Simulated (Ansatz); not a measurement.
```xyz
11

C     0.511   -1.081    1.393
O     0.188   -0.715    0.081
Mo   -0.226    0.892   -0.738
O    -0.474   -0.020   -2.342
F     1.030    1.588    0.466
F     0.261    2.361   -1.754
S    -2.085    1.331    0.093
H     1.209   -0.353    1.816
H    -0.400   -1.101    2.002
H     0.972   -2.071    1.381
H    -0.987   -0.832   -2.398
```

Charge 0, multiplicity 1. Mo: def2 effective core potential.

(1) List the PBE0/def2-TZVPP orbital energies in eV (Ansatz). (An estimate is asked.)

## Answers

(1) Computed: Occupied: -2423.10, -673.67, -673.55, -523.94, -523.74, -280.00, -218.46, -162.21, -162.20, -162.19, -74.92, -47.56, -47.51, -47.27, -32.16, -32.02, -28.88, -28.28, -19.67, -19.64, -15.41, -14.61, -14.01, -13.74, -13.46, -12.99, -12.46, -12.43, -11.91, -11.06, -10.89, -10.76, -10.07, -9.78, -9.41, -8.65, -8.37. Lowest empty: -3.72, -3.01, -2.92, -1.59, 0.08, 0.76, 1.09, 1.36.
